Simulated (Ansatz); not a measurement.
Basis sets compared for Al2B3. The state is a doublet with charge 0. Geometry PBE0-D4/def2-SVP. Ansatz on 4 threads of Arm Neoverse V1 on a shared host; times are rough, and most runs start from earlier orbitals.

```xyz
5

B    -0.0443   -0.0356   -1.7861
B     0.6291    0.0933   -0.4036
B    -1.0960   -0.1843   -0.6548
Al   -1.0178   -0.1396    1.3670
Al    1.5291    0.2662    1.4775
```

At r2SCAN-D4/def2-TZVP, r2SCAN-D4/def2-TZVPD, PBE0-D4/def2-SVP, PBE0-D4/def2-TZVP and others the charge 0 doublet is spin-contaminated (final ⟨S²⟩ up to 0.93, 0.75 for a pure state). The structure comes from a short search, and lower isomers may exist.

Binding counts from free atoms (B doublet, Al doublet) in the same basis, without a counterpoise term.

```tsv
level	functions	energy (Eh)	HOMO (eV)	LUMO (eV)	binding per atom (eV)	wall time
PBE-D4/def2-SVP	78	-558.6372	-5.25	-4.28	3.32	1.1 s
PBE-D4/def2-TZVP	167	-558.8867	-5.22	-4.24	3.27	2.5 s
r2SCAN-D4/def2-TZVP	167	-559.1569	-5.51	-3.91	3.19	6.5 s
PBE0-D4/def2-SVP	78	-558.6801	-6.21	-3.56	3.17	1.4 s
PBE0-D4/def2-TZVP	167	-558.9265	-6.17	-3.51	3.12	3.6 s
```

Problem. Estimate the rows for PBE-D4/def2-TZVPD, r2SCAN-D4/def2-TZVPD, PBE0-D4/def2-TZVPD.

Solution. 
```tsv
level	functions	energy (Eh)	HOMO (eV)	LUMO (eV)	binding per atom (eV)	wall time
PBE-D4/def2-TZVPD	197	-558.8871	-5.23	-4.25	3.27	3.8 s
r2SCAN-D4/def2-TZVPD	197	-559.1573	-5.50	-3.91	3.19	17 s
PBE0-D4/def2-TZVPD	197	-558.9269	-6.17	-3.51	3.12	9.5 s
```
